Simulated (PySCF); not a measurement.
Species: C₇H₉F₂N.
Cartesian coordinates in Å at the GFN2-xTB level; atoms count from 1:
```
atom  x, y, z in Å
N1     2.469   -2.015   -1.361
C2     2.028   -1.023   -1.003
C3     1.458    0.219   -0.536
C4     1.271    0.183    0.988
C5    -0.029   -0.605    1.204
C6    -0.779   -0.579   -0.146
C7    -2.227   -0.135    0.011
F8    -2.860   -0.118   -1.187
F9    -2.305    1.131    0.493
C10    0.022    0.370   -1.048
H11    2.107    1.037   -0.859
H12    1.160    1.205    1.352
H13    2.118   -0.275    1.497
H14   -0.629   -0.149    1.992
H15    0.185   -1.633    1.495
H16   -0.801   -1.578   -0.590
H17   -2.808   -0.782    0.687
H18   -0.307    1.399   -0.893
H19   -0.085    0.123   -2.104
```

The calculation used PBE0/pcSseg-1 in PySCF (dipole) on a GFN2-xTB geometry, gas phase.

Take the most abundant isotopes and a rigid rotor. The values belong to one conformer with, in the numbering `[N:1]#[C:2][C@@H:3]1[CH2:4][CH2:5][C@@H:6]([CH:7]([F:8])[F:9])[CH2:10]1`, C5–C6–C7–F8 180°, C2–C3–C4–C5 -80°, C3–C4–C5–C6 -19°, C4–C5–C6–C7 -129°, C5–C6–C10–C3 30°.

Give the principal moments of inertia and the rotational constants in MHz.

Ia = 194.25, Ib = 608.43, Ic = 685.27 u·Å²; 505379 MHz·u·Å²/I gives A = 2602, B = 830.6, C = 737.5 MHz.

What kind of rotor is it?

A near-prolate asymmetric top: κ = (2 × 830.6 − 2602 − 737.5)/(2602 − 737.5) = -0.90.

Is it planar, by Δ = Ic − Ia − Ib?

Not planar: Δ = Ic − Ia − Ib = -117.40 u·Å². For a rigid frame Δ = −2 Σ m c², so Σ m c² = 58.70 u·Å² lies off the ab plane: 16.70 from hydrogen and 42.00 from heavier atoms. The atom farthest from that plane is 1.94 Å away.

Which types of transition are allowed, and where do some lines up to J = 5 fall?

The dipole components are |μa| = 1.28 D, |μb| = 2.63 D, |μc| = 0.34 D. Intensities carry the squares of the components, which stand as 0.24 : 1.00 : 0.02 (a : b : c). Some lines, for components of 0.1 D or more:

```csv
type,branch,"J(Ka,Kc)",MHz,lower level (cm⁻¹)
a,R,"1(0,1) ← 0(0,0)",1568,0.000
b,Q,"5(1,4) ← 5(0,5)",2613,0.780
a,R,"2(1,2) ← 1(1,1)",3043,0.111
a,R,"4(1,4) ← 3(1,3)",6079,0.365
a,R,"4(3,1) ← 3(3,0)",6280,0.860
b,Q,"5(3,2) ← 5(2,3)",8999,1.031
c,Q,"4(3,2) ← 4(2,2)",9047,0.767
b,R,"3(2,2) ← 2(1,1)",10018,0.222
b,R,"3(2,1) ← 2(1,2)",10315,0.213
c,R,"4(2,3) ← 3(1,3)",12004,0.365
c,R,"4(3,1) ← 3(2,1)",15353,0.557
c,R,"4(4,1) ← 3(3,1)",18997,0.860
```

Estimate the classical rotational partition function at 25 K, 100 K and 200 K.

Point group C1, symmetry number σ = 1; q = (√π/σ)·√((kT/h)³/(ABC)), k/h = 20836.6 MHz/K: 16700 at 25 K, 134000 at 100 K, 378000 at 200 K.

No GFN2-xTB frequencies stand behind this structure, so it isn't proved a minimum. No vibrational averaging or centrifugal distortion is included, and the geometry carries the error of its method. Quadrupole hyperfine structure (14N) is left out.
